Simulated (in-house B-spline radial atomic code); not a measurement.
# RPA and G0W0 on BLYP: As V (As4+)

Configuration [Ar] 3d10 4s1, highest spin, mean-field start BLYP. Computed with an all-electron radial atomic-structure program (B-spline basis): all electrons, non-relativistic, point nucleus, each spin shell either full or empty, empty states to l = 9 with an (l + 1/2)⁻⁴ tail; G0W0 by contour deformation at full frequency.

Command:
```bash
python run_gw.py task.json out
```
Settings (radii: box in bohr, nucleus in fm):
```
Z                        33
electrons                29
configuration            [Ar] 3d10 4s1
hamiltonian              nr
method                   b88,lyp
lmax                     9
spin_polarised           True
box_radius               11.96
intervals                51
ion_configuration        [Ar] 3d10
```

Run time, properties included: 3.1 s on 1 thread of Intel(R) Xeon(R) Platinum 8488C (Sapphire Rapids), on a shared host.

Energies (hartree):

```tsv
term	value
mean-field total	-2232.03917
Hartree-Fock functional on these orbitals	-2230.46056
direct second order	-2.5455
second-order exchange	0.74419
SOSEX correction	0.68007
```

Task: What is the RPA correlation energy, and what remains with SOSEX?

Result: RPA gives -2.1902 hartree (-2.06 eV per electron); RPA + SOSEX gives -1.5101, and the second-order doubles -1.8013 hartree (no singles). SOSEX takes back 31 % of the RPA value.

Quasi-particle levels (eV):

```csv
level,occupied,mean field,Σx - vxc,Σc,QP weight,G0W0
4s up,yes,-57.06,-4.14,?,?,?
3d down,yes,-91.16,-17.10,3.42,0.920,-104.84
3d up,yes,-91.41,-17.07,3.42,0.901,-105.07
4s down,no,-55.69,8.92,-2.70,0.941,-49.47
```

G0W0 = mean field + (Σx - vxc) + Σc, with Σc (partial-wave tail included) taken at the quasi-particle energy. Only the outer levels were computed. Levels of low weight are left out.

Task: Where does G0W0 put 4s up?

Result: At -62.96 eV, with Σc = -1.76 eV and a quasi-particle weight of 0.968. The tabulated removal energy is 62.77 ± 0.06 eV (NIST, measured); the calculation leaves out relativity, Breit and QED terms, and what these don't explain is the method's own error.

Task: What does it cost to remove one electron (to [Ar] 3d10) by differences of total energies, each species on its own start (correlation terms add to the Hartree-Fock functional)?

Result: BLYP 63.27 eV, Hartree-Fock functional 60.73 eV, + RPA 62.58 eV, + RPA + SOSEX 61.79 eV, + second order 62.32 eV. Tabulated: 62.77 ± 0.06 eV (NIST, measured); the calculation leaves out relativity, Breit and QED terms, and what these don't explain is the method's own error.
